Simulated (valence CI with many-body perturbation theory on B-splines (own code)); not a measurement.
## Hyperfine factors and g values of Rh XLI

Calculated by configuration interaction combined with many-body perturbation theory (CI+MBPT): three valence electrons over a frozen Dirac-Fock core [He], a basis of 11 s, 11 p, 9 d, 7 f, 5 g, 2 h, 1 i functions for each j, with the one-electron correlation potential Σ1, the two-electron term Σ2, the three-electron term Σ3, Breit, model QED; selected CI, second order for the rest (own B-spline code, finite nucleus).

No measured spectrum was set against this ion. As an estimate, large intervals hold to a few tenths of a per cent, small ones and those within an open d or f shell to about a per cent.

A/g_I is the dipole constant over the nuclear g factor μ/I (μ in nuclear magnetons, uniformly magnetised nucleus), B/Q the quadrupole constant per barn. Both hold the static response of the core; the bare values leave it out. Large factors of s and p1/2 electrons are usually good to 5 to 10 %; those of open d and f shells near neutrality can be off by tens of per cent, and small factors of p3/2, d and f electrons come from cancelling terms and can be off by a factor of two or in sign, in half-filled shells by more. B is blank for J = 1/2, where it vanishes, and for nearly pure S terms. Energies count from the lowest level.

Levels are named by their leading jj configuration (3d3/2^4 stands for four electrons in 3d with j = 3/2), which in mixed levels can hold well under half, so a name can repeat and another be missing. Letters in brackets count levels of one name in rising energy.

| Level | E (Ry) | g | A/g_I (MHz) | A/g_I bare | B/Q (MHz/b) | B/Q bare |
| --- | --- | --- | --- | --- | --- | --- |
| (2s^2 2p1/2) J=1/2 | 0.00 | 0.649 | 1050000 | 1040000 |  |  |
| (2s 2p1/2^2) J=1/2 | 9.09 | 2.307 | 2980000 | 2940000 |  |  |
| (2s^2 2p3/2) J=3/2 | 11.86 | 1.321 | 173000 | 178000 | 325000 | 326000 |
| (2s 2p1/2 2p3/2) J=3/2 [a] | 18.30 | 1.678 | 833000 | 829000 | 259000 | 259000 |
| (2s 2p1/2 2p3/2) J=5/2 | 20.18 | 1.392 | 945000 | 939000 | 134000 | 134000 |
| (2s 2p1/2 2p3/2) J=3/2 [b] | 23.21 | 0.941 | -2640 | 6630 | 249000 | 250000 |
| (2s 2p1/2 2p3/2) J=1/2 | 23.49 | 1.160 | -804000 | -781000 |  |  |
| (2s 2p3/2^2) J=5/2 | 31.54 | 1.381 | 806000 | 800000 | 191000 | 191000 |
| (2p1/2^2 2p3/2) J=3/2 | 33.29 | 1.410 | 143000 | 155000 | 278000 | 278000 |
| (2s 2p3/2^2) J=1/2 | 35.89 | 1.829 | 3200000 | 3150000 |  |  |
| (2s 2p3/2^2) J=3/2 | 35.98 | 1.210 | -417000 | -398000 | -119000 | -119000 |
| (2p1/2 2p3/2^2) J=3/2 | 43.39 | 1.414 | -5700 | 7610 | 70300 | 70400 |
| (2p1/2 2p3/2^2) J=5/2 | 44.62 | 1.187 | 339000 | 344000 | -1590 | -1590 |
| (2p1/2 2p3/2^2) J=1/2 | 46.92 | 0.649 | 1050000 | 1040000 |  |  |
| (2p3/2^3) J=3/2 | 57.31 | 1.274 | 171000 | 179000 | -346000 | -347000 |
| (2s^2 3s) J=1/2 | 253.64 | 1.996 | 951000 | 939000 |  |  |
| (2s^2 3p1/2) J=1/2 | 256.90 | 0.670 | 300000 | 298000 |  |  |
| (2s 2p1/2 3s) J=1/2 [a] | 260.02 | 2.430 | 1870000 | 1840000 |  |  |
| (2s^2 3p3/2) J=3/2 | 260.07 | 1.387 | 494000 | 489000 | 65300 | 65400 |
| (2s 2p1/2 3s) J=3/2 | 261.46 | 1.542 | 1270000 | 1250000 | -60700 | -60900 |
| (2s 2p1/2 3s) J=1/2 [b] | 262.22 | 0.747 | 1540000 | 1520000 |  |  |
| (2s 2p1/2 3p1/2) J=1/2 [a] | 262.80 | 0.249 | -210000 | -204000 |  |  |
| (2s^2 3d3/2) J=3/2 | 262.98 | 0.820 | 171000 | 169000 | 15200 | 15400 |
| (2s 2p1/2 3p1/2) J=3/2 | 263.98 | 1.135 | 1350000 | 1330000 | -79600 | -79800 |
| (2s^2 3d5/2) J=5/2 | 264.07 | 1.196 | 18900 | 18800 | 25600 | 25900 |
| (2s 2p1/2 3p1/2) J=1/2 [b] | 265.43 | 2.074 | 3180000 | 3130000 |  |  |
| (2s 2p1/2 3p3/2) J=3/2 [a] | 266.82 | 1.418 | 191000 | 191000 | 85700 | 85800 |
| (2s 2p1/2 3p3/2) J=1/2 | 267.75 | 1.250 | -1140000 | -1120000 |  |  |
| (2s 2p1/2 3p3/2) J=5/2 | 267.96 | 1.356 | 854000 | 844000 | 7830 | 7810 |
| (2s 2p1/2 3p3/2) J=3/2 [b] | 268.21 | 1.241 | 468000 | 464000 | 82800 | 82900 |
| (2s 2p1/2 3d3/2) J=3/2 [a] | 268.76 | 0.540 | -295000 | -290000 | 27000 | 27300 |
| (2s 2p1/2 3d3/2) J=5/2 | 269.77 | 1.063 | 593000 | 585000 | -30500 | -30400 |
| (2s 2p1/2 3d5/2) J=5/2 [a] | 270.41 | 1.367 | 475000 | 468000 | 24700 | 25000 |
| (2s 2p1/2 3d3/2) J=1/2 | 270.69 | 0.378 | -1280000 | -1260000 |  |  |
| (2s 2p1/2 3d3/2) J=3/2 [b] | 270.73 | 1.274 | 632000 | 623000 | 50100 | 50200 |
| (2s 2p1/2 3d5/2) J=7/2 | 271.35 | 1.255 | 604000 | 597000 | -70200 | -70100 |
| (2s 2p3/2 3s) J=5/2 | 271.81 | 1.419 | 699000 | 693000 | 252000 | 253000 |
| (2s 2p1/2 3d5/2) J=3/2 | 272.08 | 1.022 | -544000 | -537000 | 4220 | 4400 |
| (2s 2p1/2 3d5/2) J=5/2 [b] | 272.22 | 1.181 | 308000 | 305000 | 139000 | 140000 |
| (2p1/2^2 3s) J=1/2 | 272.36 | 2.027 | 747000 | 739000 |  |  |

Take the isotope of mass number 103, with I = 1/2, μ = -0.08829 μN. What is the hyperfine structure of (2s 2p1/2 2p3/2) J=1/2?

From the table A = 142000 MHz. Shifts from the centre of gravity in MHz: F = 0: -106000, F = 1: 35500.
